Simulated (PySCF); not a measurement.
System: tribromosilane, sum formula SiHBr3, charge 0, multiplicity 1. SMILES: Br[SiH](Br)Br
Geometry from a B3LYP-D3(BJ)/def2-TZVP (Ansatz) optimisation:
```xyz
5

Si     0.0125    -0.0212     0.6158
Br     2.0707    -0.2841    -0.1537
Br    -0.7881     1.9418    -0.0193
Br    -1.2888    -1.6473    -0.1327
H      0.0421    -0.0716     2.0806
```

Dispersion corrections to the total energy (kcal/mol) from the dftd3 and dftd4 libraries through PySCF: D3(BJ) without and D4 with the three-body term, each with the damping fitted for the functional named.

| functional | D3(BJ) | D4 |
|---|---|---|
| BHLYP | (withheld) | -8.16 |
| B2GP-PLYP | (withheld) | -2.22 |
| BP86 | -9.81 | -7.42 |
| BLYP | (withheld) | -10.74 |
| TPSS | -6.36 | -6.82 |
| PW6B95 | -3.76 | -3.70 |
| B2PLYP | -5.26 | -3.53 |

Task: What belongs in the gaps?

Result: 
- BHLYP, D3(BJ): -8.74
- B2GP-PLYP, D3(BJ): -6.57
- BLYP, D3(BJ): -11.33
